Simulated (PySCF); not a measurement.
Vertical excitation energies

Compound: C6H15NSi.
InChI=1S/C6H15NSi/c7-4-6-2-1-3-8-5-6/h6H,1-5,7-8H2/t6-/m0/s1

Computed, not measured: PySCF 2.14.0, density-fitted response routines, TDDFT B3LYP/def2-SVPD, vertical, gas phase, core orbitals frozen in the response. Geometry: PBE0-D3(BJ)/def2-SVP, one conformer, isolated molecule.

```csv
state,E (eV),E (hartree),f,"main configurations (H = HOMO, L = LUMO)"
S1,5.98,0.2197,0.0089,"H→L (85%), H→L+1 (9%)"
S2,6.64,0.2439,0.016,H→L+2 (88%)
S3,6.69,0.2458,0.0007,"H→L+1 (82%), H→L (10%)"
S4,7.00,0.2574,0.036,H→L+3 (84%)
S5,7.08,0.2603,0.020,"H-1→L (79%), H→L+4 (10%)"
S6,7.10,0.2608,0.0008,"H→L+4 (63%), H-1→L (9%), H→L+3 (9%)"
S7,7.36,0.2706,0.0092,H-1→L+1 (83%)
S8,7.51,0.2759,0.0007,"H-1→L+2 (48%), H→L+5 (36%)"
S9,7.55,0.2773,0.0006,"H-1→L+2 (44%), H→L+5 (38%)"
S10,7.63,0.2804,0.013,H-2→L (87%)
```

Triplets, Tamm–Dancoff:

```
state  E (eV)  λ (nm)  main configurations (H = HOMO, L = LUMO)
   T1    5.73   216.4                    H→L (78%), H→L+1 (11%)
   T2    6.53   189.9                     H→L+2 (78%), H→L (9%)
   T3    6.63   187.0        H→L+1 (71%), H→L (11%), H→L+4 (8%)
   T4    6.89   180.0                   H→L+3 (66%), H→L+4 (8%)
```

The lowest singlet lies at 5.98 eV (207 nm, ultraviolet) and is weak; its leading configuration is HOMO→LUMO (85%). The most intense listed level is S4 at 7.00 eV (177 nm, f = 0.036), 1.03 eV above S1. Löwdin shares by element: HOMO nitrogen 58%, carbon 13% or more, hydrogen 12% or more (atoms not listed hold the other 17%); LUMO carbon 20% or more, hydrogen 18% or more (atoms not listed hold the other 62%). Weighted by f, the mean energy of these states is 6.99 eV. Orbital energies (eV): HOMO-3 -8.56, HOMO-2 -8.06, HOMO-1 -7.54, HOMO -6.69, LUMO 0.31, LUMO+1 0.65, LUMO+2 0.78. The oscillator strengths of these states sum to 0.106; summed over the whole spectrum of an exact calculation they would give the number of electrons, 72 (Thomas–Reiche–Kuhn). All these states lie below the vertical ionisation energy of 9.44 eV (ΔSCF). Only the lowest 10 singlets were computed, as vertical energies without vibronic structure.
